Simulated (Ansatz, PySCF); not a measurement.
This Ansatz (an electronic-structure program) input computes a CCSD(T)/cc-pVDZ energy:

Ansatz 0.2 input:
```yaml
crystal:
  periodic: [false, false, false]
  atoms:
    - {symbol: C, position_ang: [-0.62794851, 0.14455976, 0.02211786]}
    - {symbol: N, position_ang: [0.49295516, -0.32648534, -0.03155171]}
    - {symbol: H, position_ang: [-1.02369726, 1.16622664, 0.09804423]}
    - {symbol: H, position_ang: [1.34070217, 0.25181215, -0.00988943]}
basis:
  gaussian:
    orbitals: cc-pVDZ
magnetization: {spin_polarized: true, initial_magnetization: 1}
correlation: {method: ccsd_t, electrons: outside_noble_gas}
```

Question: Write an input for the same energy in PySCF and say what it gives.

Answer: 
```python
from pyscf import gto, scf, mp, cc as ccmod

mol = gto.M(
    atom='''
    C    -0.62794851    0.14455976    0.02211786
    N     0.49295516   -0.32648534   -0.03155171
    H    -1.02369726    1.16622664    0.09804423
    H     1.34070217    0.25181215   -0.00988943
    ''',
    basis='cc-pvdz',
    charge=0,
    spin=1,
    verbose=4,
)

mf = scf.UHF(mol)
mf.conv_tol = 1e-10
mf.max_cycle = 100
mf.kernel()
mo, _, stable, _ = mf.stability(return_status=True)
if not stable:
    mf.kernel(mf.make_rdm1(mo, mf.mo_occ))
mp2 = mp.MP2(mf, frozen=2).run()
cc = ccmod.CCSD(mf, frozen=2)
cc.max_cycle = 100
cc.kernel()
et = cc.ccsd_t()
print(f'E(CCSD(T)) = {cc.e_tot + et:.9f}')
```
It gives -93.70801 Eh, and Ansatz -93.70801 Eh, a difference of 0.00 mEh.

It need not be the lowest isomer of its formula.
